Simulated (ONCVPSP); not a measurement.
Scattering properties, ONCV potential for P (Z = 15)

phosphorus (P), optimised norm-conserving Vanderbilt (ONCV), made with ONCVPSP 4.0.1 (LDA (Perdew-Wang 92), scalar-relativistic). Core [He], reference 2s2 2p6 3s1.75 3p3.25. Waves: 2s+3s: rc 0.70 bohr, ncon 3, nbas 8, qcut 19.8 1/bohr, 2 projectors; 2p+3p: rc 1.00 bohr, ncon 4, nbas 7, qcut 14.8 1/bohr, 2 projectors; d scattering state at 0.38 Ha: rc 0.95 bohr, ncon 3, nbas 6, qcut 11 1/bohr, 2 projectors, debl 1.9 Ha. Local part: polynomial inside 0.45 bohr (lpopt 4, dvloc0 6 Ha). Core correction: none.

The phase is arctan(r·R′/R) of the radial function R(r), unwrapped; energies in Ha, scanned from -8 to 5 Ha. A pole is an energy at which the radial function vanishes at the test radius. The pseudo phase is shifted by a multiple of π to meet the all-electron one at the reference energy, and phase errors are pseudo minus all-electron; the curves can meet again beyond the range given. Levels narrower than the energy grid can be missing from the lists of poles.

| channel | radius (bohr) | reference energy (Ha) | poles, all-electron | poles, pseudo | unbroken range about the reference energy with phases within 0.05 rad | phase error 1 Ha above the reference energy (rad) |
| --- | --- | --- | --- | --- | --- | --- |
| s | 0.71 | -0.52 | -2.25 | -2.25 | the whole range | +0.000 |
| p | 1.02 | -0.21 | -4.05 | -4.05 | the whole range | +0.000 |
| d | 0.96 | 0.38 | none | none | the whole range | -0.000 |

Phases in the s channel:

```tsv
E (Ha)	all-electron	pseudo
-7.96	-0.828	-0.828
-7.24	-1.028	-1.028
-6.52	-1.174	-1.174
-5.80	-1.283	-1.283
-5.08	-1.366	-1.366
-4.36	-1.433	-1.433
-3.64	-1.487	-1.487
-2.92	-1.533	-1.533
-2.20	-1.573	-1.573
-1.48	-1.610	-1.610
-0.76	-1.643	-1.643
-0.04	-1.674	-1.674
0.68	-1.705	-1.705
1.40	-1.735	-1.735
2.12	-1.766	-1.766
2.84	-1.797	-1.797
3.56	-1.831	-1.831
4.28	-1.868	-1.868
5.00	-1.908	-1.908
```
